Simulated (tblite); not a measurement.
C7H18NP.
Geometry (GFN2-xTB, Å), atoms numbered from 1 in this order:
```
atom  x, y, z in Å
C1     2.8563    0.3922    1.2459
C2     2.2231    0.8392   -0.0711
N3     1.0232    0.0957   -0.3985
C4     1.2514   -1.2136   -0.9635
P5    -0.4437    0.9420   -0.4567
C6    -1.0156    0.6677   -2.2141
C7    -1.6007   -0.2925    0.3815
C8    -1.1122   -0.5456    1.8024
C9    -3.0184    0.2693    0.3909
H10    3.1771   -0.6450    1.1932
H11    3.7234    1.0094    1.4665
H12    2.1370    0.4949    2.0543
H13    2.9594    0.7403   -0.8807
H14    1.9474    1.8940    0.0108
H15    1.8610   -1.1558   -1.8744
H16    0.3044   -1.6850   -1.2134
H17    1.7707   -1.8589   -0.2489
H18   -0.2502    1.0596   -2.8825
H19   -1.9327    1.2275   -2.3817
H20   -1.1910   -0.3832   -2.4393
H21   -1.5966   -1.2390   -0.1743
H22   -0.0998   -0.9430    1.7929
H23   -1.7601   -1.2587    2.3108
H24   -1.1102    0.3836    2.3695
H25   -3.0386    1.2277    0.9066
H26   -3.3907    0.4161   -0.6207
H27   -3.6937   -0.4124    0.9067
```

Method: GFN2-xTB as coded in tblite; computed harmonic values from a numerical Hessian at the method's own geometry, unscaled. Against measured fundamentals such values can be off by several per cent, at times by over 20. One conformer, not necessarily the lowest. The optimisation stopped once no atom felt more than 0.01 eV/Å.

Lowest wavenumbers of the output (negative numbers stand for imaginary wavenumbers):
```
mode    cm-1
  1     -32.4
  2      37.1
  3      65.3
  4      78.9
  5     135.5
  6     151.5
  7     182.2
  8     190.3
  9     199.8
 10     213.1
 11     230.6
 12     253.3
 13     277.6
 14     320.5
 15     329.1
```

Problem. Is this structure a minimum?

Solution. Not by this Hessian. 1 mode is imaginary beyond 20i (32i cm⁻¹), so at this level the point lies at or near a first-order saddle. The curvature is small, so loose convergence or finite differences may be the whole cause.

Problem. Which atoms move in the imaginary mode?

Solution. 32i: N3 (nitrogen bonded to 2 C and P) 22 %, C1 (methyl carbon) 20 %, H15 (methyl hydrogen) 10 %, H17 (methyl hydrogen) 10 %. These are shares of the mass-weighted motion.

Problem. What is the remedy?

Solution. Step along that mode in both directions, optimise again with tighter thresholds and repeat the frequencies. The zero-point energy of this point (149.5 kcal/mol) counts the 74 real modes alone, and thermal corrections from it aren't those of a minimum.

Run on one thread, x86-64 server, shared host. The figure is for the frequency step alone.
